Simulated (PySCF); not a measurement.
Task: Give a PBE0-D3(BJ)/def2-SVP geometry of CoMe2 (`[CH3][Co][CH3]`) [quartet]. (Quartet state.)

Result: 
```xyz
9
C2H6Co angstrom
Co    -0.0035    0.0073   -0.0001
C      0.0043   -0.0028    1.9940
H     -0.4441    0.9100    2.4265
H      1.0284   -0.0773    2.4033
H     -0.5623   -0.8589    2.4043
C     -0.0056    0.0052   -1.9940
H     -1.0293    0.0021   -2.4109
H      0.5092   -0.8792   -2.4116
H      0.5027    0.8936   -2.4115
```

Orientation and origin are arbitrary. Atoms count from 1 in this order. 

Bonds between heavy atoms (Å): Co1–C2 1.994, Co1–C6 1.994.

Level of theory: PBE0-D3(BJ)/def2-SVP geometry optimisation, gas phase in PySCF 2.14.0.

No PBE0-D3(BJ)/def2-SVP frequencies stand behind this structure, so it isn't proved a minimum. ⟨S²⟩ = 3.765 (exact for a quartet: 3.75).

For an open-shell metal species like this, the optimisation's SCF solution wasn't tested for stability and no frequencies at its level were run, so a lower state or another shape may exist.
